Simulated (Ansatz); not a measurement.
Geometry optimisation of the cluster Sr3S4.

```yaml
crystal:
  periodic: [false, false, false]
  atoms:
    - {symbol: Sr, position_ang: [1.699010, -1.845640, -0.230780]}
    - {symbol: Sr, position_ang: [-2.732740, -0.929380, 0.292640]}
    - {symbol: Sr, position_ang: [0.240980, 2.515060, -0.088930]}
    - {symbol: S, position_ang: [2.102440, 0.687340, 0.659280]}
    - {symbol: S, position_ang: [1.541620, 0.569230, -1.467500]}
    - {symbol: S, position_ang: [-0.727040, -2.593570, 0.346230]}
    - {symbol: S, position_ang: [-2.124260, 1.596970, 0.489060]}
basis:
  gaussian: {orbitals: def2-SVP}
hamiltonian: {xc: pbe, dispersion: d4}
scf: {lower_state_search: "off"}
output: {orbitals: {seedname: orbitals}}
relax: {f_tol: 0.02, max_steps: 100}
```

```sh
$ ansatz run in.yaml --threads 4 --pin off --events-out ev --progress --plain --max-ram 4787MiB
```

Shortened log:

```
Functional definition: PBE
mean field -45825.18691203 eV, -1684.0445575898 hartree, gradient 5.1e-6 eV, S^2 0.000000; 0 other end points of the search recorded, 0 dependent functions left out
relax step   1: F+E_penalty+E_count = -45825.59030914 eV  Δ(F+E_penalty+E_count) = +0.000e0 eV  max|allowed force component| = 8.611e-1 eV/Å  Δτ_max = 0.0000 Å  (19 SCF iters, accepted)
mean field -45825.57630983 eV, -1684.0588676950 hartree, gradient 1.4e-6 eV, S^2 0.000000; 0 other end points of the search recorded, 0 dependent functions left out
relax step   2: F+E_penalty+E_count = -45825.94571941 eV  Δ(F+E_penalty+E_count) = -3.554e-1 eV  max|allowed force component| = 5.779e-1 eV/Å  Δτ_max = 0.1949 Å  (24 SCF iters, accepted)
mean field -45825.75203172 eV, -1684.0653253554 hartree, gradient 1.4e-6 eV, S^2 0.000000; 0 other end points of the search recorded, 0 dependent functions left out
relax step   3: F+E_penalty+E_count = -45826.10864731 eV  Δ(F+E_penalty+E_count) = -1.629e-1 eV  max|allowed force component| = 1.471e-1 eV/Å  Δτ_max = 0.1999 Å  (23 SCF iters, accepted)
mean field -45825.78064408 eV, -1684.0663768403 hartree, gradient 2.3e-6 eV, S^2 0.000000; 0 other end points of the search recorded, 0 dependent functions left out
relax step   4: F+E_penalty+E_count = -45826.13594169 eV  Δ(F+E_penalty+E_count) = -2.729e-2 eV  max|allowed force component| = 7.868e-2 eV/Å  Δτ_max = 0.1115 Å  (19 SCF iters, accepted)
mean field -45825.79558318 eV, -1684.0669258420 hartree, gradient 2.4e-6 eV, S^2 0.000000; 0 other end points of the search recorded, 0 dependent functions left out
relax step   5: F+E_penalty+E_count = -45826.14953805 eV  Δ(F+E_penalty+E_count) = -1.360e-2 eV  max|allowed force component| = 1.237e-1 eV/Å  Δτ_max = 0.2000 Å  (19 SCF iters, accepted)
mean field -45825.79697898 eV, -1684.0669771368 hartree, gradient 9.4e-7 eV, S^2 0.000000; 0 other end points of the search recorded, 0 dependent functions left out
relax step   6: F+E_penalty+E_count = -45826.15084432 eV  Δ(F+E_penalty+E_count) = -1.306e-3 eV  max|allowed force component| = 1.692e-1 eV/Å  Δτ_max = 0.1061 Å  (20 SCF iters, accepted)
mean field -45825.80720499 eV, -1684.0673529358 hartree, gradient 2.8e-6 eV, S^2 0.000000; 0 other end points of the search recorded, 0 dependent functions left out
relax step   7: F+E_penalty+E_count = -45826.16045889 eV  Δ(F+E_penalty+E_count) = -9.615e-3 eV  max|allowed force component| = 2.010e-2 eV/Å  Δτ_max = 0.0479 Å  (18 SCF iters, accepted)
mean field -45825.80725586 eV, -1684.0673548050 hartree, gradient 1.7e-6 eV, S^2 0.000000; 0 other end points of the search recorded, 0 dependent functions left out
relax step   8: F+E_penalty+E_count = -45826.16051845 eV  Δ(F+E_penalty+E_count) = -5.956e-5 eV  max|allowed force component| = 3.053e-3 eV/Å  Δτ_max = 0.0062 Å  (20 SCF iters, accepted)
Total energy: -45826.16057642 eV, -1684.0803390961 hartree
Atom 0 at     1.494943    -1.729546    -0.232963 Å, force    -0.000307    -0.001237    -0.000513 eV/Å
Atom 1 at    -2.852508    -0.978932     0.580085 Å, force    -0.000056     0.000050     0.000472 eV/Å
Atom 2 at     0.145764     2.295343    -0.099191 Å, force    -0.001032     0.000293    -0.000106 eV/Å
Atom 3 at     2.478533     0.812793     0.621264 Å, force     0.000746     0.000016     0.003053 eV/Å
Atom 4 at     2.053764     0.742492    -1.550461 Å, force     0.000378     0.000221    -0.002790 eV/Å
Atom 5 at    -0.911058    -2.806001     0.264714 Å, force     0.000450     0.000391     0.000051 eV/Å
Atom 6 at    -2.409429     1.663860     0.416553 Å, force    -0.000178     0.000266    -0.000166 eV/Å
Dipole moment:    -0.183512    -0.057802     0.036365 e Å
Checks for a lower state left out: stability, starts, cluster_reference, orbital_swaps, neighbouring_geometries, increment
```

Run time 11 s (4 threads of INTEL XEON PLATINUM 8581C on a shared host).

In the def2 sets Sr takes a core potential; there is no spin–orbit coupling. Another isomer (singlet) lies 0.34 eV lower at PBE0-D4/def2-TZVP; other spin states weren't run for this one.
